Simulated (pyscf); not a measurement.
PySCF, gas phase, ωB97X-D3(BJ)/def2-SVP geometries.

SMILES: O[Si](O)(O)O[SiH2][SiH3]
```xyz
15

O      0.9333     0.3521    -2.8494
Si     0.8456     0.6160    -1.2259
O      0.9437    -0.8672    -0.4990
O      2.0550     1.6683    -0.8391
O     -0.5761     1.2441    -0.7003
Si    -2.0584     0.5688    -0.3006
Si    -1.9463    -1.7574    -0.0940
H      1.2296     1.0951    -3.3848
H      1.4997    -1.5233    -0.9321
H      1.9230     2.1844    -0.0372
H     -2.5093     1.1783     0.9841
H     -3.0499     0.9341    -1.3548
H     -3.3552    -2.2212     0.1217
H     -1.4463    -2.3969    -1.3445
H     -1.1377    -2.1881     1.0793
```
Charge 0, spin multiplicity 1.

Q: How much does it cost (ΔH, 298 K, ωB97M-D3(BJ)/def2-TZVP) to split `[OH][Si]([OH])([OH])[O][SiH2][SiH3]` at its O–Si bond into HO–Si•(OH)–OH + •O–SiH₂–SiH₃?

A: O–Si to HO–Si•(OH)–OH + •O–SiH₂–SiH₃: 577.2 kJ/mol. The 7 functionals that were run give +502.8 (PBE) to +587.3 kJ/mol (M06-2X). HO–Si(OH)(OH)–O–SiH₂–SiH₃ lies 107.3 kJ/mol over its isomer HO–SiH₂–O–SiH₂–O–SiH₂–OH (electronic energy, ωB97M-D3(BJ)/def2-TZVP). •O–SiH₂–SiH₃ lies 192.6 kJ/mol over its isomer •H₂Si–O–SiH₃ (electronic energy, ωB97M-D3(BJ)/def2-TZVP). Other isomers of HO–Si•(OH)–OH were not searched in full and may lie lower.
